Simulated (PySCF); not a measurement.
A structure optimised at B3LYP-D3(BJ)/def2-SVP, used in a PySCF frequency run:

```xyz
9

C      0.0059     2.7277     0.0000
S     -1.2847     1.4130     0.0000
Si    -0.0246    -0.2848     0.0000
Cl     1.2092    -0.3225     1.6547
Cl    -1.2336    -1.9423     0.0000
Cl     1.2092    -0.3225    -1.6547
H     -0.5341     3.6833     0.0000
H      0.6288     2.6570    -0.9015
H      0.6288     2.6570     0.9015
```

Question: Write its SMILES, formula and point group.

Answer: CS[Si](Cl)(Cl)Cl, CH3Cl3SSi, Cs

Question: What are its rotational constants (standard atomic weights)?

Answer: 1.2406, 0.97270, 0.94388 GHz
